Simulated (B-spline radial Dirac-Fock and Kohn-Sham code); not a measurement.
# The Lℓ (L3-M1) line from Rb to In

Level of theory: multi-electron Dirac-Fock with separately optimised hole states, Breit and Lamb-shift corrections added in first order; an atomic code on a B-spline grid. Free neutral atoms. The model has no electron correlation.

```csv
Z,element,energy (eV),wavelength (Å)
37,Rb,1479.9,8.3780
38,Sr,1579.7,7.8484
40,Zr,1789.9,6.9269
41,Nb,1900.1,6.5251
42,Mo,2013.7,6.1571
43,Tc,2130.6,5.8192
44,Ru,2250.9,5.5082
45,Rh,2374.5,5.2214
46,Pd,2501.4,4.9565
47,Ag,2631.7,4.7113
48,Cd,2765.1,4.4838
49,In,2902.0,4.2724
```

Q: How well does Moseley's law, √E linear in Z, describe these energies?

A: A straight-line fit gives √(E/eV) = 1.2838·(Z − 7.04). The slope squared is 0.1211 Ry, against 0.1389 Ry for a hydrogen-like ion. The residuals, fit less computed, are Rb -0.7, Sr -0.2, Zr +0.3, Nb +0.4, Mo +0.4, Tc +0.4, Ru +0.3, Rh +0.1, Pd 0.0, Ag -0.2, Cd -0.3, In -0.5 eV.
